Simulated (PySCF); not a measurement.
# Electron correlation in Dy⁵⁵⁺ (dysprosium, charge +55)

[Ne] 3s1, 2S determinant. All numbers are calculated (PySCF 2.14, scalar relativity by spin-free X2C-1e, in an even-tempered Gaussian basis (17 s from 14 bohr⁻², ratio 2.5; 12 p from 18 bohr⁻², ratio 2.5; 4 d from 65 bohr⁻², ratio 2.7; 4 f from 97 bohr⁻², ratio 2.7)). Frozen: 1s2; 9 electrons correlated; the 20 highest virtual orbitals of each spin left out.

```json
{"level": "CCSD", "correlation energy (mhartree)": "-347.75"}
{"level": "(T)", "correlation energy (mhartree)": "-0.07"}
{"level": "CCSD(T)", "correlation energy (mhartree)": "-347.82"}
```

Diagnostics: T1 = 4.7e-05, D1 = 0.0002, largest double amplitude 0.002.

Question: Is a single reference adequate?

Answer: Yes, within this model without spin-orbit coupling: T1 lies below 0.03 and no double amplitude reaches 0.07.

At this charge the one-electron X2C treatment keeps the bare 1/r₁₂, with no two-electron picture change or Breit term. The effect here is smaller than on the frozen 1s shell; and a scalar Hamiltonian misses the large spin-orbit splitting of the p shells, which matters for ns² → np² pairs.
